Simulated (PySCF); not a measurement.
## Assignment exercise: C$_{6}$H$_{7}$F$_{3}$O

Atom-mapped SMILES (the numbers label the heavy atoms): `[F:1][C:2]([F:3])([F:4])[C@@H:5]1[CH2:6][CH2:7][C@H:8]2[O:9][C@@H:10]12`. Hydrogens are named by the atom that carries them. Ha(C6), Ha(C7) are cis to C2 on the ring; Hb(C6), Hb(C7) are trans to C2 on the ring.

[PySCF: GFN2-xTB geometry; PBE0/pcSseg-1 with gauge-including orbitals; non-relativistic Hamiltonian; no solvent model; rapidly exchanging positions averaged; one computed conformer]

Scale: TMS for ¹³C (σref 186.93), ¹H (σref 31.72) (reference shieldings calculated alike).

Question: Assign these signals to the numbered atoms. ¹³C{¹H} NMR (computed): δ 136.7, 54.6, 53.9, 48.1, 29.6, 23.4.

Answer: 
136.7 → C2, CF3 carbon: 3 electronegative neighbours deshield it
54.6 → C8, epoxide ring carbon: pulled downfield by the heteroatom
53.9 → C10, epoxide ring carbon
48.1 → C5, sp3 CH in a ring: saturated and bonded to C and H only
29.6 → C7, sp3 CH2 in a ring: saturated and bonded to C and H only
23.4 → C6, sp3 CH2 in a ring

C8 and C10 lie closer than the usual error of such a calculation, so a measured spectrum could show them in the other order.

Question: Assign these signals to the numbered atoms. ¹H NMR (400 MHz, computed): δ 3.32 (m, 1H), 3.21 (m, 1H), 2.71 (m, 1H), 1.99 (m, 1H), 1.79 (m, 1H), 1.76 (m, 1H), 1.73 (m, 1H).

Answer: 
3.32 → H(C10), hydrogen on an epoxide ring carbon: its carbon carries O, an electronegative neighbour
3.21 → H(C8), hydrogen on an epoxide ring carbon
2.71 → H(C5), hydrogen on an sp3 CH in a ring
1.99 → Hb(C7), hydrogen on an sp3 CH2 in a ring
1.79 → Ha(C6), hydrogen on an sp3 CH2 in a ring: far from electronegative atoms and π systems
1.76 → Ha(C7), hydrogen on an sp3 CH2 in a ring
1.73 → Hb(C6), hydrogen on an sp3 CH2 in a ring: far from electronegative atoms and π systems

H(C10) and H(C8); Ha(C6) and Ha(C7); Ha(C7) and Hb(C6) lie closer than the usual error of such a calculation, so a measured spectrum could show them in the other order.

Splittings by ¹⁹F in the carbon and heteronuclear signals aren't shown, as no couplings were computed. Shifts are as computed. Against solution values, carbons near 30 ppm lie about +3 ppm off and those near 130 ppm about +5 ppm. Of 1211 compounds with measured shifts, 218 miss one by over three times the rms of a fit or turn the order of signals round; such compounds aren't used in these exercises. No couplings were computed; multiplicities are counted from neighbouring protons, with m where these are inequivalent, close in shift, in a saturated or five-membered ring or joined by F or P, and br s for small geminal =CH2 splittings.
